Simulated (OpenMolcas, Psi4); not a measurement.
# Worked example: vertical ionisation energy of ICl (SMILES ClI)

The species is ICl (2 atoms), meant as a singlet with charge 0. SMILES: `ClI`. The coordinates come from a PBE0-D4/def2-TZVP relaxation.

```csv
atom,x (Å),y (Å),z (Å)
Cl,0.0000,0.0000,-0.0026
I,0.0000,0.0000,2.3091
```

Both states at this one shape; open shells run unrestricted unless said. 1 Eh = 27.2114 eV.

```tsv
level	program	singlet ICl (Eh)	doublet ICl+ (Eh)
PBE0/def2-TZVP (core potential)	OpenMolcas	-757.778700	-757.404041
wB97M-V/def2-TZVP (core potential)	Psi4	-757.876433	-757.499763
OMP2/def2-TZVP (core potential, density fitting for correlation), 9 core orbitals frozen	Psi4	-756.854715	-756.480808
```

Q: Work out the vertical ionisation energy at each level.

A: 
1. PBE0/def2-TZVP (core potential): -757.404041 − (-757.778700) = 0.374659 Eh = 10.19 eV.
2. wB97M-V/def2-TZVP (core potential): -757.499763 − (-757.876433) = 0.376670 Eh = 10.25 eV.
3. OMP2/def2-TZVP (core potential, density fitting for correlation): -756.480808 − (-756.854715) = 0.373907 Eh = 10.17 eV.

No measured value is set beside it here; the levels span 10.17 to 10.25 eV. Spin-orbit coupling, which splits open shells on such heavy atoms by tenths of an eV, is left out.
